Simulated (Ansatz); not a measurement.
These are frozen-core CCSD(T)/cc-pVTZ // PBE0-D4/def2-TZVP (Ansatz, an electronic-structure program) values and carry that method's errors.

Ansatz 0.2 input:
```yaml
crystal:
  periodic: [false, false, false]
  atoms:
    - { symbol: Cl, position_ang: [1.729529, -0.396723, -0.00116] }
    - { symbol: B, position_ang: [0.040953, -0.009394, -0.000028] }
    - { symbol: Br, position_ang: [-0.517701, 1.805362, -0.000356] }
    - { symbol: Br, position_ang: [-1.25278, -1.399246, 0.001544] }
basis:
  gaussian: { orbitals: cc-pVTZ }
correlation:
  method: ccsd_t
```

Output:

```
Functional definition: HF
955 factors; integrals over basis functions are off by at most 1.5e-3 eV
mean field evaluation 1: about -153178.0812 eV, gradient 1.9e1 eV
mean field evaluation 2: about -153178.2609 eV, gradient 1.9e1 eV
mean field evaluation 4: about -153179.5705 eV, gradient 2.2e0 eV
mean field evaluation 8: about -153179.6060 eV, gradient 1.1e-1 eV
mean field evaluation 16: about -153178.9148 eV, gradient 1.3e1 eV
mean field -153179.60605101 eV, -5629.2466935085 hartree, gradient 2.8e-6 eV, S^2 0.000000; 0 other end points of the search recorded, 0 dependent functions left out
24 core orbitals not correlated
reference -153179.60605101 eV, -5629.2466935085 hartree; 22, 22 occupied and 104, 104 virtual orbitals, 955 factors
second order -19.98436670 eV of doubles, -0.00000000 eV of singles
cycle   1  -20.24435468 eV  change   -2.6e-1 eV  update   9.7e-2
cycle   2  -20.69348575 eV  change   -4.5e-1 eV  update   2.7e-2
cycle   3  -20.78540548 eV  change   -9.2e-2 eV  update   1.4e-2
cycle   4  -20.76925026 eV  change    1.6e-2 eV  update   4.3e-3
cycle   5  -20.76877764 eV  change    4.7e-4 eV  update   1.8e-3
cycle   6  -20.76871740 eV  change    6.0e-5 eV  update   3.9e-4
cycle   7  -20.76857794 eV  change    1.4e-4 eV  update   1.3e-4
cycle   8  -20.76862416 eV  change   -4.6e-5 eV  update   3.3e-5
perturbative correction -0.91094995 eV, -0.0334767931 hartree
Total energy: -153201.28562512 eV, -5630.0434031621 hartree
```

Cost: about 40 core-seconds (a rough figure).
